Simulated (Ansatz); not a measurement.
Program: Ansatz. Geometries: PBE0-D4/def2-TZVP. ΔE: electronic, gas phase. CBS: MP2 limit from def2 TZ/QZ plus the TZ coupled-cluster correction, frozen cores. DFT in def2-TZVPP. One conformer a species, not always the lowest.

Consider the ligand exchange at a B–N bond: `CNBO` + `O[SiH2][SiH3]` → `OBO[SiH2][SiH3]` + CH₃NH₂.

```json
{"level": "BLYP-D4", "ΔE (kJ/mol)": "-17.0", "difference from CCSD(T)/CBS": "1.8"}
{"level": "r2SCANh-D4", "ΔE (kJ/mol)": "-17.1", "difference from CCSD(T)/CBS": "1.7"}
{"level": "ωB97X-V", "ΔE (kJ/mol)": "-18.7", "difference from CCSD(T)/CBS": "0.1"}
{"level": "revPBE", "ΔE (kJ/mol)": "-11.0", "difference from CCSD(T)/CBS": "7.8"}
{"level": "CAM-B3LYP", "ΔE (kJ/mol)": "-16.6", "difference from CCSD(T)/CBS": "2.2"}
{"level": "CCSD/def2-SVP", "ΔE (kJ/mol)": "-27.4", "difference from CCSD(T)/CBS": "-8.6"}
{"level": "SCS-MP2/def2-TZVPP", "ΔE (kJ/mol)": "-19.7", "difference from CCSD(T)/CBS": "-0.9"}
{"level": "HF/def2-QZVPP", "ΔE (kJ/mol)": "-27.5", "difference from CCSD(T)/CBS": "-8.7"}
{"level": "MP2/def2-QZVPP", "ΔE (kJ/mol)": "-17.4", "difference from CCSD(T)/CBS": "1.4"}
{"level": "SCS-MP2/def2-QZVPP", "ΔE (kJ/mol)": "-19.2", "difference from CCSD(T)/CBS": "-0.4"}
{"level": "CCSD(T)/CBS", "ΔE (kJ/mol)": "-18.8", "difference from CCSD(T)/CBS": "0"}
```

Largest T1 diagnostic among the species: 0.013.

From BLYP to BHLYP (50 % exact exchange), in def2-TZVPP and without D4, ΔE moves by −5.4 kJ/mol. At CCSD(T), def2-SVP lies −8.5 kJ/mol from the extrapolated value and def2-TZVPP −1.2 kJ/mol.
